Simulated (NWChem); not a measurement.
Species: MgF cation; SMILES [F][Mg+]

```xyz
2

Mg     0.0000     0.0000    -0.7449
F      0.0000     0.0000     0.9931
```
Atoms are numbered in this order, from 1.

Results from NWChem. Pople sets run with spherical d functions. Coordinates come from a PBE-D3(BJ)/def2-SVP optimisation.

For level PBE/6-311G**:

```
Quantity                     Result
---------------------------  ------
highest occupied level (eV)  -13.68
orbital gap (eV)               2.83
```

**Question.** Estimate the same quantities for level PBE/3-21G.

**Answer.** highest occupied level (eV): -13.10
orbital gap (eV): 2.36
